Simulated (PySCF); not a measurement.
## Electronic structure of Si (silicon, neutral) at the UHF level

Configuration: [Ne] 3s2 3p2, high-spin 3P determinant. Calculation: PySCF 2.14, in Sapporo-DZP-2012; the spin-free X2C one-electron Hamiltonian (Gaussian nucleus).

```json
{
  "Total energy": "-289.370972 hartree",
  "One-electron energy": "-401.1948 hartree",
  "Hartree (Coulomb) energy": "132.1353 hartree",
  "Exchange energy": "-20.3115 hartree",
  "⟨S²⟩": "2.0143",
  "⟨L²⟩": "2.043",
  "Sum of ⟨r⟩": "14.44 bohr",
  "Sum of ⟨r²⟩": "32.01 bohr²",
  "Traceless quadrupole moment −½Σ⟨3z² − r²⟩ along its main axis": "3.53 e·bohr²",
  "Langevin diamagnetic susceptibility": "-25.4 ×10⁻⁶ cm³/mol",
  "Time after the integrals": "0.12 s of wall time on 1 thread of Neoverse-N1 (shared host)"
}
```

```
shell  electrons  mean orbital energy (eV)  spread (eV)  rms radius, mean of both spins (bohr)
 1s α          1                   -1877.1            0                                  0.129
 1s β          1                   -1876.8            0                                  0.129
 2s α          1                   -168.31            0                                  0.613
 2s β          1                   -168.02            0                                  0.613
 2p α          3                   -116.15        0.274                                  0.599
 2p β          3                   -115.59        0.364                                  0.599
 3s α          1                   -16.892            0                                   2.38
 3s β          1                   -12.626            0                                   2.38
 3p α          2                    -8.180            0                                   2.98
```

Densities and radii are taken from the X2C orbitals without a picture-change correction, which distorts them close to the nucleus.
